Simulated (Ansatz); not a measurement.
CH$_{10}$BNSi$_{2}$ (`CB(N)[SiH2][SiH3]`). Charge 0, multiplicity 1. All single points use the PBE0-D4/def2-TZVP geometry. It is one conformer, not always the lowest.

```xyz
15

C    -0.131   -2.009    0.123
B     0.765   -0.743   -0.133
N     1.818   -0.791   -1.042
Si    0.385    1.012    0.809
Si   -1.626    1.922    0.031
H     0.172   -2.887   -0.457
H    -1.179   -1.797   -0.112
H    -0.119   -2.286    1.183
H     2.423   -0.013   -1.240
H     2.047   -1.622   -1.565
H     0.245    0.834    2.285
H     1.460    2.028    0.585
H    -2.742    0.957    0.241
H    -1.980    3.193    0.722
H    -1.539    2.201   -1.430
```

(1) What is the dipole moment at r2SCAN/def2-TZVPP? (An estimate is asked.)

(2) And with PBE, B3LYP, ωB97M-V? (Best estimate.)

(3) Give the Mulliken charges with r2SCAN, PBE, ωB97M-V in def2-TZVPP. (Estimate.)

Results:

(1) The calculation gave: 2.52 D, with components (1.64, -1.38, -1.32) D in this frame, pointing from negative to positive charge.

(2) The calculation gave: PBE 2.56 D, B3LYP 2.50 D, ωB97M-V 2.53 D.

(3) Computed: 
```csv
atom,r2SCAN,PBE,ωB97M-V
C1,-0.26,-0.35,-0.36
B2,0.20,0.16,0.14
N3,-0.30,-0.24,-0.20
Si4,0.08,0.00,-0.03
Si5,0.15,0.09,0.03
H6,0.03,0.07,0.08
H7,0.07,0.11,0.12
H8,0.07,0.11,0.12
H9,0.18,0.18,0.14
H10,0.16,0.16,0.12
H11,-0.08,-0.06,-0.03
H12,-0.10,-0.08,-0.04
H13,-0.07,-0.05,-0.03
H14,-0.07,-0.05,-0.02
H15,-0.07,-0.05,-0.03
```

B3LYP here is the variant with VWN-RPA as its local correlation; programs differ in this.
